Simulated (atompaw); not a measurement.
# chromium (Cr) PAW (atompaw): all-electron and pseudo phase curves

* Element: Cr
* Generator: atompaw 4.2.0.5
* Type: PAW
* Functional: PBEsol
* Relativity: scalar-relativistic
* Frozen core: [Ne]
* Valence charge: 14
* Reference configuration: 3s2 3p6 3d4 4s2 4p0
* Partial waves: 3s (bound): rc 1.20 bohr; 4s (bound): rc 1.40 bohr; 3p (bound): rc 1.05 bohr; 4p (bound, empty): rc 1.75 bohr; 3d (bound): rc 1.65 bohr; 3d channel at 1.55 Ry: rc 1.65 bohr
* Local potential: ultrasoft scheme with l = 3 at 0 Ry, radius 1.75 bohr
* Core correction: smooth core density matched at 1.15 bohr
* Augmentation charge: sinc compensation charge, radius 1.50 bohr; PAW radius 1.75 bohr; waves and projectors: modrrkj vanderbiltortho

The phase is arctan(r·u′/u) with u = r·R(r), unwrapped; energies in Ry, scanned from -8 to 5 Ry. A pole is an energy at which the radial function vanishes at the test radius. The pseudo phase is shifted by a multiple of π to meet the all-electron one at the reference energy, and phase errors are pseudo minus all-electron; the curves can meet again beyond the range given. Levels narrower than the energy grid can be missing from the lists of poles.

Task: For each channel, where are the poles, and over which energies does the pseudopotential scatter like the atom?

Result:

| channel | radius (bohr) | reference energy (Ry) | poles, all-electron | poles, pseudo | unbroken range about the reference energy with phases within 0.05 rad | phase error 1 Ry above the reference energy (rad) |
| --- | --- | --- | --- | --- | --- | --- |
| s | 1.76 | -0.36 | -5.37 | -5.37 | the whole range | -0.001 |
| p | 1.76 | -0.10 | -3.11 | -3.11 | the whole range | -0.000 |
| d | 1.76 | -0.44 | 0.48 | none | -0.4 to -0.4 | +0.396 |

Phases in the d channel:

```json
{"E (Ry)": "-8.00", "all-electron": "1.369", "pseudo": "1.421"}
{"E (Ry)": "-7.52", "all-electron": "1.362", "pseudo": "1.444"}
{"E (Ry)": "-7.04", "all-electron": "1.355", "pseudo": "1.499"}
{"E (Ry)": "-6.56", "all-electron": "1.347", "pseudo": "-1.486"}
{"E (Ry)": "-6.08", "all-electron": "1.337", "pseudo": "-0.731"}
{"E (Ry)": "-5.60", "all-electron": "1.327", "pseudo": "0.608"}
{"E (Ry)": "-5.12", "all-electron": "1.315", "pseudo": "0.876"}
{"E (Ry)": "-4.64", "all-electron": "1.300", "pseudo": "0.932"}
{"E (Ry)": "-4.16", "all-electron": "1.282", "pseudo": "0.925"}
{"E (Ry)": "-3.68", "all-electron": "1.260", "pseudo": "0.879"}
{"E (Ry)": "-3.20", "all-electron": "1.232", "pseudo": "0.793"}
{"E (Ry)": "-2.72", "all-electron": "1.193", "pseudo": "0.655"}
{"E (Ry)": "-2.24", "all-electron": "1.134", "pseudo": "0.438"}
{"E (Ry)": "-1.76", "all-electron": "1.032", "pseudo": "0.117"}
{"E (Ry)": "-1.28", "all-electron": "0.807", "pseudo": "-0.282"}
{"E (Ry)": "-0.80", "all-electron": "0.082", "pseudo": "-0.649"}
{"E (Ry)": "-0.32", "all-electron": "-1.064", "pseudo": "-0.915"}
{"E (Ry)": "0.16", "all-electron": "-1.457", "pseudo": "-1.093"}
{"E (Ry)": "0.64", "all-electron": "-1.612", "pseudo": "-1.213"}
{"E (Ry)": "1.12", "all-electron": "-1.703", "pseudo": "-1.297"}
{"E (Ry)": "1.60", "all-electron": "-1.774", "pseudo": "-1.359"}
{"E (Ry)": "2.08", "all-electron": "-1.839", "pseudo": "-1.406"}
{"E (Ry)": "2.56", "all-electron": "-1.910", "pseudo": "-1.442"}
{"E (Ry)": "3.04", "all-electron": "-1.998", "pseudo": "-1.472"}
{"E (Ry)": "3.52", "all-electron": "-2.120", "pseudo": "-1.497"}
{"E (Ry)": "4.00", "all-electron": "-2.307", "pseudo": "-1.518"}
{"E (Ry)": "4.48", "all-electron": "-2.620", "pseudo": "-1.535"}
{"E (Ry)": "4.96", "all-electron": "-3.114", "pseudo": "-1.551"}
```
